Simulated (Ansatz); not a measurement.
Stretching the Sn1–F2 bond in F2Sn (SMILES [F][Sn][F]) (multiplicity 1 held, fragments rigid). Energies count from the point at 1.948 Å.
Geometry at that point (charge 0, multiplicity 1):
```xyz
3

Sn     0.02632    -0.01584     0.34295
F      0.65456     1.29847    -0.95056
F     -0.80080    -1.21048    -0.95473
```

R- and RO- levels are restricted; in cc, def2 and unpolarised 6-31G sets they are followed outwards from rest. Unrestricted levels (U-) break spin symmetry where that is lower. Levels need not reach the same state.

Frozen-core correlation. Filled d and f shells under p-block atoms count as core.

The values were computed with Ansatz (Gaussian basis) for Hartree–Fock, density functionals and correlated methods. Values without a source in brackets are computed. In def2 rows elements past Kr take small-core potentials, without spin–orbit coupling.

Energies in kcal/mol.

```json
[
 {"R (Å)": "1.559", "U-HF/def2-SVP": "79.9", "U-MP2/def2-SVP": "86.4", "R-SCS-MP2/def2-SVP": "86.3", "U-CCSD/def2-SVP": "85.7"},
 {"R (Å)": "1.753", "U-HF/def2-SVP": "12.5", "U-MP2/def2-SVP": "15.2", "R-SCS-MP2/def2-SVP": "15.2", "U-CCSD/def2-SVP": "15.0"},
 {"R (Å)": "1.948", "U-HF/def2-SVP": "0.0", "U-MP2/def2-SVP": "0.0", "R-SCS-MP2/def2-SVP": "0.0", "U-CCSD/def2-SVP": "0.0"},
 {"R (Å)": "2.143", "U-HF/def2-SVP": "9.3", "U-MP2/def2-SVP": "7.5", "R-SCS-MP2/def2-SVP": "7.5", "U-CCSD/def2-SVP": "7.6"},
 {"R (Å)": "2.338", "U-HF/def2-SVP": "26.1", "U-MP2/def2-SVP": "23.3", "R-SCS-MP2/def2-SVP": "23.1", "U-CCSD/def2-SVP": "23.4"},
 {"R (Å)": "2.630", "U-HF/def2-SVP": "53.2", "U-MP2/def2-SVP": "49.7", "R-SCS-MP2/def2-SVP": "49.3", "U-CCSD/def2-SVP": "49.5"},
 {"R (Å)": "2.922", "U-HF/def2-SVP": "71.5", "U-MP2/def2-SVP": "97.9", "R-SCS-MP2/def2-SVP": "72.7", "U-CCSD/def2-SVP": "73.8"},
 {"R (Å)": "3.409", "U-HF/def2-SVP": "76.9", "U-MP2/def2-SVP": "116.2", "R-SCS-MP2/def2-SVP": "103.3", "U-CCSD/def2-SVP": "100.6"},
 {"R (Å)": "3.896", "U-HF/def2-SVP": "78.0", "U-MP2/def2-SVP": "120.4", "R-SCS-MP2/def2-SVP": "125.0", "U-CCSD/def2-SVP": "111.1"},
 {"R (Å)": "4.481", "U-HF/def2-SVP": "78.4", "U-MP2/def2-SVP": "121.0", "R-SCS-MP2/def2-SVP": "141.4", "U-CCSD/def2-SVP": "111.7"},
 {"R (Å)": "5.260", "U-HF/def2-SVP": "78.6", "U-MP2/def2-SVP": "121.3", "R-SCS-MP2/def2-SVP": "150.5", "U-CCSD/def2-SVP": "112.0"},
 {"R (Å)": "6.234", "U-HF/def2-SVP": "78.7", "U-MP2/def2-SVP": "121.4", "R-SCS-MP2/def2-SVP": "147.5", "U-CCSD/def2-SVP": "112.1"}
]
```

Doubts at one or more of the structures used: a spin-contaminated determinant (U-HF/def2-SVP, U-MP2/def2-SVP, U-CCSD/def2-SVP); a restricted determinant that unrestricted orbitals would lower (R-SCS-MP2/def2-SVP); T1 above 0.05 (U-CCSD/def2-SVP).

Ansatz is a quantum-chemistry and plane-wave program.
